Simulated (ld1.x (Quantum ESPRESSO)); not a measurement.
**Reading a pseudo-wave (Nd (Z = 60))**

Columns: radius, all-electron u(r) and pseudo u(r) of the 5d shell (level -4.52 eV) of neodymium in the configuration [Xe] 4f4 5d0 6s1.5 6p0; PBEsol, scalar-relativistic, TM scheme, ld1.x (Quantum ESPRESSO) 7.5.

```json
{"r (bohr)": "0.210", "all-electron": "0.1197", "pseudo": "0.0032"}
{"r (bohr)": "0.420", "all-electron": "-0.2000", "pseudo": "0.0245"}
{"r (bohr)": "0.630", "all-electron": "-0.2214", "pseudo": "0.0756"}
{"r (bohr)": "0.840", "all-electron": "-0.0414", "pseudo": "0.1581"}
{"r (bohr)": "1.050", "all-electron": "0.1667", "pseudo": "0.2624"}
{"r (bohr)": "1.260", "all-electron": "0.3379", "pseudo": "0.3713"}
{"r (bohr)": "1.470", "all-electron": "0.4597", "pseudo": "0.4672"}
{"r (bohr)": "1.680", "all-electron": "0.5374", "pseudo": "0.5379"}
{"r (bohr)": "1.890", "all-electron": "0.5803", "pseudo": "0.5802"}
{"r (bohr)": "2.100", "all-electron": "0.5979", "pseudo": "0.5979"}
{"r (bohr)": "2.310", "all-electron": "0.5978", "pseudo": "0.5978"}
{"r (bohr)": "2.520", "all-electron": "0.5858", "pseudo": "0.5858"}
{"r (bohr)": "2.730", "all-electron": "0.5664", "pseudo": "0.5664"}
{"r (bohr)": "2.940", "all-electron": "0.5425", "pseudo": "0.5425"}
{"r (bohr)": "3.150", "all-electron": "0.5161", "pseudo": "0.5161"}
{"r (bohr)": "3.360", "all-electron": "0.4887", "pseudo": "0.4887"}
{"r (bohr)": "3.570", "all-electron": "0.4610", "pseudo": "0.4610"}
{"r (bohr)": "3.780", "all-electron": "0.4332", "pseudo": "0.4332"}
{"r (bohr)": "3.990", "all-electron": "0.4059", "pseudo": "0.4059"}
{"r (bohr)": "4.200", "all-electron": "0.3790", "pseudo": "0.3790"}
{"r (bohr)": "4.410", "all-electron": "0.3528", "pseudo": "0.3528"}
{"r (bohr)": "4.620", "all-electron": "0.3273", "pseudo": "0.3273"}
{"r (bohr)": "4.830", "all-electron": "0.3028", "pseudo": "0.3028"}
{"r (bohr)": "5.040", "all-electron": "0.2793", "pseudo": "0.2793"}
{"r (bohr)": "5.250", "all-electron": "0.2570", "pseudo": "0.2570"}
{"r (bohr)": "5.460", "all-electron": "0.2358", "pseudo": "0.2358"}
```

(1) How many radial nodes do the two functions have?

(2) At about which radius was the pseudo-wave matched?

(3) Where does each function peak?

(4) Is the pseudo-wave norm-conserving?

## Answers

(1) The all-electron 5d function has n − l − 1 = 2; the pseudo-wave has 0, since the states of the same l below it are removed with the core.

(2) 2.30 bohr. The columns agree to 0.0005 from 1.89 bohr on; several derivatives are matched, so the curves merge somewhat inside the radius.

(3) Outermost all-electron maximum near 2.10 bohr, pseudo maximum near 2.10 bohr (to the table’s step).

(4) Yes: the TM scheme keeps the norm inside the radius equal to the all-electron one, which fixes the energy derivative of the logarithmic derivative at the level.
